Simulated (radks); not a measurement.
Spherical quantum dot in the effective-mass picture: electrons in a hard-walled sphere of radius 5.22, all in effective atomic units (hartree* = m*/eps^2 hartree, bohr* = eps/m* bohr), one dielectric constant everywhere. Calculated with a radial shooting solver with Libxc functionals: non-relativistic Kohn-Sham, PBEsol, spin-polarised, spherical densities. Levels are named by radial order and angular momentum (1s, 1p, 1d, 2s, ...), and open shells are averaged over m.

N = 34, configuration 1s2 1p6 1d10 1f14 1g(up 2, down 0). This is the lowest configuration that the search found. Occupied levels:

level    occupation  eigenvalue (hartree*)  <r> (bohr*)
1s up             1                 8.0972        3.844
1s down           1                 8.1093        3.837
1p up             3                 8.1728        3.899
1p down           3                 8.1853        3.894
1d up             5                 8.3148        3.962
1d down           5                 8.3277        3.959
1f up             7                 8.5174        4.023
1f down           7                 8.5308        4.020
1g up             2                 8.7764        4.079

Energy (hartree*): total 153.395, kinetic 30.304, external 0, Hartree 135.84, exchange-correlation -12.750.
